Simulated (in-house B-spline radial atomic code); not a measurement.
# Ionising Ne6+ with different functionals

Computed with a radial B-spline atomic code at the basis-set limit: non-relativistic Hamiltonian, point nucleus, spin-polarised at highest spin, spherical fractional occupations for the functionals, and exact exchange of hybrids averaged over the configuration. The ionisation energy is the difference of two self-consistent energies, [He] 2s2 → [He] 2s1, without Breit or QED terms; ε is the level of the shell that loses the electron (its least bound occupied spin orbital).

```csv
method,rung,ΔSCF (eV),-ε(2s) (eV)
PBE0,global hybrid,205.21,195.40
B3LYP,global hybrid,205.35,194.89
TPSSh,global hybrid,205.28,194.01
M06-2X,global hybrid,205.81,198.76
BHandHLYP,global hybrid,205.04,198.55
r2SCAN0,global hybrid,?,?
B97-1,global hybrid,?,?
HSE06,range-separated hybrid,205.20,194.96
wB97X,range-separated hybrid,203.79,197.88
CAM-B3LYP,range-separated hybrid,205.23,196.85
LC-wPBE,range-separated hybrid,205.45,198.00
```

What does r2SCAN0 give?

ΔSCF 204.44 eV, and -ε(2s) = 195.83 eV.

What does B97-1 give?

ΔSCF 205.51 eV, and -ε(2s) = 194.95 eV.

Among the functionals, which spreads more, the ΔSCF values or the orbital energies?

The orbital energies: ΔSCF values span about 2.02 eV and the orbital energies 4.76 eV.

How do they compare with the NIST value?

NIST lists 207.27 eV ± 0.012 (measured, ground level to ground level). Errors run from -3.48 to -1.46 eV; M06-2X is closest (-1.46 eV), but part of that can be cancellation, since the calculations leave out relativity, Breit-QED terms, the near-degeneracy of s² and p².
